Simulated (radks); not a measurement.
Results of a calculation; reference values are marked as such.
Species: Cd46+. Configuration: [He].

Level of theory: scalar-relativistic Kohn-Sham, LDA (Slater exchange, Perdew-Wang correlation), spin-unpolarised, spherical densities, finite nucleus; Fermi nuclear charge, rms radius 4.6087 fm (a radial shooting solver on a logarithmic mesh with Libxc functionals).

Energy parts (Ry):
total: -4687.66377
kinetic: 5000.07455
electron-nucleus: -9758.24744
Hartree: 124.71669
exchange-correlation: -54.20757

Orbitals (lengths in bohr, moments of r in powers of bohr):
orbital	occ.	eigenvalue (Ry)	<r^2>
1s	2	-2290.429	0.001233

The highest occupied level is 1s at -31163 eV. For comparison, the ionisation energy in NIST's Atomic Spectra Database is 31451.1 eV (theoretical). In exact Kohn-Sham theory the highest level is minus the ionisation energy, but local and semilocal functionals leave it too shallow, through self-interaction and a potential that decays too fast; potentials with the right tail come closer. The electron density at the nucleus is 1.445e+05 e/bohr^3 (large components only). Summed over all electrons, <r^2> = 0.002466 bohr^2, which gives a Langevin (diamagnetic) susceptibility term of -0.00195 x 10^-6 cm^3/mol. The density falls to 0.001 e/bohr^3 at r = 0.19 bohr.
